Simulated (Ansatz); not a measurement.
C2H7BS, relaxed with RKS PBE-D4/def2-SVP in Ansatz 0.2.0 from a rough embedded geometry. The force threshold is 0.03 eV/Å; the program also tests the step.

Charge 0, multiplicity 1. The bonds changed during the relaxation, so this is another structure than the one it started from.

Start:

```xyz
11

B     1.235   -0.983   -0.636
C     1.032    0.208    0.329
S    -0.406   -0.132    1.361
C    -1.689    0.451    0.278
H     0.431   -1.244   -1.513
H     2.281   -1.616   -0.673
H     1.922    0.275    0.995
H     0.890    1.120   -0.208
H    -2.627    0.365    0.707
H    -1.467    1.589    0.079
H    -1.603   -0.032   -0.719
```

```csv
step,energy (eV),largest force (eV/Å),largest move (Å)
1,-13684.2785,4.318,0.000
2,-13684.5895,1.328,0.137
3,-13684.7389,0.682,0.112
4,-13684.8714,0.835,0.190
5,-13685.0358,0.448,0.190
6,-13685.1082,0.306,0.200
7,-13685.1091,0.605,0.147
8,-13685.1410,0.197,0.200
9 (rejected),-13685.1362,0.283,0.062
10,-13685.1468,0.165,0.028
11,-13685.1478,0.060,0.052
12,-13685.1481,0.023,0.011
```

End:

```xyz
11

B     1.015   -1.016   -0.486
C     1.273    0.407    0.136
S    -0.159   -0.355    1.051
C    -1.580    0.426    0.218
H     0.340   -1.123   -1.494
H     1.675   -1.959   -0.087
H     2.097    0.581    0.850
H     0.950    1.338   -0.363
H    -2.472   -0.186    0.448
H    -1.725    1.454    0.602
H    -1.414    0.433   -0.875
```

Run time 20 s (2 threads of an Arm Neoverse V2 on a shared host); peak host memory 0.13 GiB.
